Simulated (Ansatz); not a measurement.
H$_{3}$O$_{4}$Si (`[O][Si](O)(O)O`) radical, relaxed with UKS PBE0-D4/def2-TZVP in Ansatz 0.2.0 from a GFN2-xTB geometry. The force threshold is 0.005 eV/Å; the program also tests the step.

Total charge 0; spin multiplicity 2.

Start:

```xyz
8

O    -1.586   -0.567    0.655
Si   -0.189   -0.070    0.076
O     0.694    0.667    1.236
O    -0.399    1.003   -1.138
O     0.711   -1.294   -0.519
H     0.394    1.501    1.588
H    -0.709    0.690   -1.983
H     1.085   -1.930    0.085
```

```csv
step,energy (eV),largest force (eV/Å),largest move (Å)
1,-16109.8216,2.722,0.000
2,-16109.9007,1.685,0.025
3,-16109.9658,0.137,0.070
4,-16109.9704,0.145,0.021
5,-16109.9798,0.482,0.104
6,-16109.9874,0.240,0.028
7,-16109.9931,0.601,0.114
8,-16109.9982,0.436,0.058
9 (rejected),-16109.9004,2.759,0.196
10,-16110.0074,0.401,0.098
11,-16110.0100,0.300,0.100
12,-16110.0104,0.481,0.060
13,-16110.0141,0.205,0.053
14,-16110.0147,0.063,0.028
15,-16110.0148,0.014,0.004
16,-16110.0148,0.004,0.001
```

End:

```xyz
8

O    -1.557   -0.458    0.927
Si   -0.212   -0.051    0.051
O     0.719    0.684    1.170
O    -0.712    0.863   -1.191
O     0.636   -1.281   -0.587
H     0.336    1.415    1.657
H    -0.291    0.711   -2.039
H     1.080   -1.883    0.011
```

It took 3.6 min on 4 threads of a server CPU on a shared host, with 0.72 GiB of host memory at the peak.
